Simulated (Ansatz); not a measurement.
Ansatz (a program for electronic structure) input:

Ansatz 0.2 input:
```yaml
crystal:
  periodic: [false, false, false]
  atoms:
    - {symbol: Te, position_ang: [0.00000000, 0.00000000, 0.00000000]}
    - {symbol: Cl, position_ang: [0.00000000, 0.00000000, 2.60950906]}
    - {symbol: Cl, position_ang: [-0.00000000, -0.00000000, -2.60950906]}
basis:
  gaussian:
    orbitals: def2-SVPD
total_charge: -1
magnetization: {spin_polarized: true, initial_magnetization: 1}
correlation: {method: ccsd_t, electrons: outside_noble_gas}
```

Task: What final total energy does it print?

Result: -1186.27416 Eh (CCSD(T)/def2-SVPD). The basis has 89 functions.
